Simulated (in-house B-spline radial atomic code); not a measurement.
## LC-wPBE excitations of Ru⁸⁺

Method: LC-wPBE. Computed with a B-spline radial code for spherical atoms: linear response of the closed shell [Ar] 3d10 4s2 4p6 with the functional's adiabatic kernel; scalar-relativistic (spin-free one-electron X2C), finite nucleus, no spin-orbit coupling, no double excitations, S, P, D and F terms only; shells from n = 2 respond. Only terms of natural parity with L up to 3 were computed.

Command:
```bash
python run_td.py task.json out
```
Settings (radii: box in bohr, nucleus in fm):
```
Z                        44
electrons                36
configuration            [Ar] 3d10 4s2 4p6
hamiltonian              x2c
method                   lc_wpbe
box_radius               11.59
rms_radius               4.4809
intervals                69
```

Time taken, with all properties: 3.2 s on 1 thread of Arm Neoverse N1, with other jobs on the host.

The lowest states, in the order of their Tamm-Dancoff energies; the method's threshold (minus the highest occupied level) is 174.71 eV. Labels give the largest channel, * marks a mixed state, and oscillator strengths are full-response dipole values. Semilocal kernels can invert the small singlet-triplet splittings of Rydberg terms. Energies in eV:

```tsv
state	full response	Tamm-Dancoff	oscillator strength
4p → 4d 3P	46.23	46.33	-
4p → 4d 3F	46.74	46.88	-
4p → 4d 1F	50.14	50.17	-
4p → 4d 1P	61.68	63.85	5.3
4p → 5s 3P	?	?	-
4s → 4d 3D	80.32	80.38	-
4p → 5s 1P	80.75	80.78	0.591
4s → 4d 1D	?	?	-
4p → 5p 3S	90.42	90.44	-
4p → 5p 3D	91.11	91.12	-
```

Where does 4p → 5s 3P lie?

At 79.93 eV in full response, 79.94 eV in Tamm-Dancoff.

Where does 4s → 4d 1D lie?

At 84.31 eV in full response, 84.41 eV in Tamm-Dancoff.

How large is the singlet-triplet splitting of 4p → 4d (F terms) in Tamm-Dancoff?

3.29 eV, from the unrounded values.

What polarisabilities and dispersion coefficient does the method give?

Dipole 1.176 bohr³, quadrupole 1.289 bohr⁵, C6 2.621 hartree·bohr⁶ for two such species.
